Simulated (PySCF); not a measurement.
## Electron correlation in Al²⁺ (aluminium, charge +2)

[Ne] 3d1, 2D determinant (an excited configuration). Computed with PySCF 2.14 in aug-cc-pCVTZ-DK (8s7p5d3f, 75 functions), with scalar relativity by spin-free X2C-1e. Frozen: 1s2; 9 electrons correlated.

| level | correlation energy (mhartree) |
| --- | --- |
| CCSD | -272.60 |
| (T) | -1.83 |
| CCSD(T) | -274.43 |

Diagnostics: T1 = 0.0024, D1 = 0.0079, largest double amplitude 0.013.

The outer electron is Rydberg-like, and this basis confines it to a smaller radius and binds it less than a complete one would.

Cost of the coupled-cluster step: about 22 core-seconds, for 9 correlated electrons.

Iterations:

```
CC2 = 0
CCSD nocc = (np.int64(5), np.int64(4)), nmo = (74, 74)
frozen orbitals [[0], [0]]
max_cycle = 100
direct = 0
conv_tol = 1e-08
conv_tol_normt = 1e-06
diis_space = 8
diis_start_cycle = 0
Init t2, MP2 energy = -0.267626817082494
Init E_corr(UCCSD) = -0.267626817087486
cycle = 1  E_corr(UCCSD) = -0.271549749788357  dE = -0.0039229327  norm(t1,t2) = 0.00952387
cycle = 2  E_corr(UCCSD) = -0.272490733793835  dE = -0.000940984005  norm(t1,t2) = 0.0024712
cycle = 3  E_corr(UCCSD) = -0.272620404087518  dE = -0.000129670294  norm(t1,t2) = 0.0010183
cycle = 4  E_corr(UCCSD) = -0.27260774997879  dE = 1.26541087e-05  norm(t1,t2) = 0.000160345
cycle = 5  E_corr(UCCSD) = -0.272605387943209  dE = 2.36203558e-06  norm(t1,t2) = 0.00017541
cycle = 6  E_corr(UCCSD) = -0.272600131091784  dE = 5.25685142e-06  norm(t1,t2) = 0.00137276
cycle = 7  E_corr(UCCSD) = -0.272600181922798  dE = -5.08310135e-08  norm(t1,t2) = 3.48722e-05
cycle = 8  E_corr(UCCSD) = -0.272600569740776  dE = -3.87817978e-07  norm(t1,t2) = 2.14349e-05
cycle = 9  E_corr(UCCSD) = -0.272600637750509  dE = -6.80097332e-08  norm(t1,t2) = 3.35796e-07
cycle = 10  E_corr(UCCSD) = -0.272600626963853  dE = 1.07866563e-08  norm(t1,t2) = 4.41989e-08
cycle = 11  E_corr(UCCSD) = -0.272600625835603  dE = 1.12824972e-09  norm(t1,t2) = 6.76658e-09
UCCSD converged
E(UCCSD) = -241.2131886202177  E_corr = -0.2726006258356031
UCCSD(T) correction = -0.00183310373660591
```
